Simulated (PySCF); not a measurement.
**Structure from NMR data**

An unknown has the formula C$_{4}$H$_{12}$O$_{2}$Si$_{3}$. Its calculated NMR data are:

1H NMR (500 MHz, computed): δ 6.10 (br s, 1H), 4.28 (d, 3H), 4.05 (d, 3H), 3.88 (m, 1H), 1.53 (m, 1H), 0.85 (m, 1H), 0.21 (m, 1H), -0.04 (m, 1H).

13C{1H} NMR (computed): δ 182.8 (C), 13.9 (CH), 1.1 (CH2), -7.7 (CH).

- shieldings: GIAO PBE0/pcSseg-1
- coordinates at the GFN2-xTB level
- program: PySCF 2.14.0 with density-fitted response routines
- no solvent model, averaged over atoms made equivalent by symmetry, fast rotation or ring inversion, a single conformation, relativity neglected

Shifts are taken against calculated references (same method and geometry level): 1H (σ = 31.72 ppm), 13C (σ = 186.93 ppm) against TMS.

Task: Choose the structure that fits.
A. O=C(O)[C@@H]([SiH3])[Si@@H]1C[C@@H]1[SiH3]
B. C/C(=C\C(=O)O)[SiH]([SiH3])[SiH3]
C. C[C@@H]([SiH3])O[Si@H](O)C#C[SiH3]
D. CC(=O)[SiH2]C([SiH3])([SiH3])C=O
E. O=C(O)[C@@H]([SiH3])[Si@H]1C[C@@H]1[SiH3]

Result: A. 

- Rings plus π bonds: 2 (1 ring in the answer).
- 4 carbon signals for 4 carbons: no two carbons are equivalent.
- Carbon types of the structure: 1 × C, 2 × CH, 1 × CH2, leaving 8 H on heteroatoms.
- δC 182.8: carboxylic acid carbon; it is a carbonyl in resonance with an O or N lone pair, the region of acids, esters and amides.
- δC 1.1, -7.7: three-membered-ring carbon; carbons of three-membered rings are unusually shielded.
- δH 6.10: hydrogen on an acid hydroxyl oxygen; labile proton, position sensitive to the medium.
- δH 3.88: hydrogen on a silicon bonded to 3 C, in a 3-membered ring.
- δH 0.85, 0.21, -0.04: hydrogen on a three-membered-ring carbon; cyclopropane-type protons are shielded by the ring.

The others: C/C(=C\C(=O)O)[SiH]([SiH3])[SiH3] would give 4 signals for carbon-bound and other non-exchanging H, not 7; O=C(O)[C@@H]([SiH3])[Si@H]1C[C@@H]1[SiH3] has carbons computed at 182.2, 14.2, 1.7, -10.5; C[C@@H]([SiH3])O[Si@H](O)C#C[SiH3] would give 5 signals for carbon-bound and other non-exchanging H, not 7; CC(=O)[SiH2]C([SiH3])([SiH3])C=O would give 4 signals for carbon-bound and other non-exchanging H, not 7.

OH/NH shifts are gas-phase values; hydrogen bonding in solution moves them, usually downfield. Shifts are as computed. Against solution values, carbons near 30 ppm lie about +3 ppm off and those near 130 ppm about +5 ppm. Of 1309 compounds with measured shifts, 239 miss one by over three times the rms of a fit or turn the order of signals round; such compounds aren't used in these exercises. Hydrogen bonding in solution deshields acid and N–H amide carbonyl carbons by as much as 10 ppm beyond these values. Multiplicities follow the n + 1 count of equivalent neighbours, as no J values were calculated; m marks all less simple cases, F and P coupling included.
